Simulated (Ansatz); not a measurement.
Start from `N[B]([SiH3])[GaH2]` and change one atom or group to get `NB([SiH3])[O][ZnH]`.

Ansatz, PBE0-D4/def2-TZVP geometries, multiplicity 1. Each molecule was computed in one conformer, which needn't be the lowest. `NB([SiH3])[O][ZnH]` holds a close contact that its SMILES doesn't draw: Zn···N 2.18 Å.

Scalar relativity is left out up to krypton.

```csv
property,`N[B]([SiH3])[GaH2]`
HOMO–LUMO gap (B3LYP/def2-TZVPP) / eV,4.21
HOMO energy (PBE0/def2-TZVPP) / eV,-6.77
LUMO energy (ωB97M-V/def2-TZVPP) / eV,-0.36
size of the dipole moment (B3LYP/def2-TZVPP) / D,2.71
LUMO energy (PBE0/def2-TZVPP) / eV,-2.16
HOMO energy (PBE/def2-TZVPP) / eV,-5.71
```

What does the change do to each property? (An estimate is asked.)

The calculation gave: 
| property | `NB([SiH3])[O][ZnH]` | shift |
| --- | --- | --- |
| HOMO–LUMO gap (B3LYP/def2-TZVPP) / eV | 6.43 | 2.22 |
| HOMO energy (PBE0/def2-TZVPP) / eV | -7.40 | -0.63 |
| LUMO energy (ωB97M-V/def2-TZVPP) / eV | 1.00 | 1.36 |
| size of the dipole moment (B3LYP/def2-TZVPP) / D | 3.09 | 0.38 |
| LUMO energy (PBE0/def2-TZVPP) / eV | -0.57 | 1.59 |
| HOMO energy (PBE/def2-TZVPP) / eV | -6.21 | -0.50 |

With PBE0 the HOMO falls by 0.63 eV and the LUMO rises by 1.59 eV, so the gap widens by about 2.22 eV. PBE moves the HOMO by -0.50 eV and ωB97M-V by -0.72 eV. Dipoles are sizes alone; their direction can turn.

Positive LUMOs are unbound, so they and the gaps depend on the basis.

B3LYP here is the variant with VWN-RPA as its local correlation; programs differ in this.
